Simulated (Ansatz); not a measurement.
Program: Ansatz 0.2.0.

A structure relaxed at PBE0-D4/def2-TZVP, charge 0, multiplicity 1:

```xyz
9

O    -2.035    0.882    0.680
C    -1.034    0.084    0.367
Se   -1.093   -1.711    0.495
O    -0.008    0.773   -0.042
Si    1.441    0.015   -0.520
H    -2.764    0.320    0.976
H     2.034   -0.709    0.622
H     2.261    1.192   -0.885
H     1.199   -0.846   -1.694
```

(1) Give its formula and SMILES.

(2) Point group (tolerance 0.08 Å, 0.16 Å for H)?

(3) Summarise the bond lengths by kind.

Results:

(1) CH4O2SeSi, `OC(=[Se])O[SiH3]`.

(2) Cs.

(3) 2 × C–O 1.302 to 1.318 Å; 1 × H–O 0.967 Å; 1 × C–Se 1.800 Å; 1 × O–Si 1.704 Å; 3 × H–Si 1.476 to 1.480 Å.
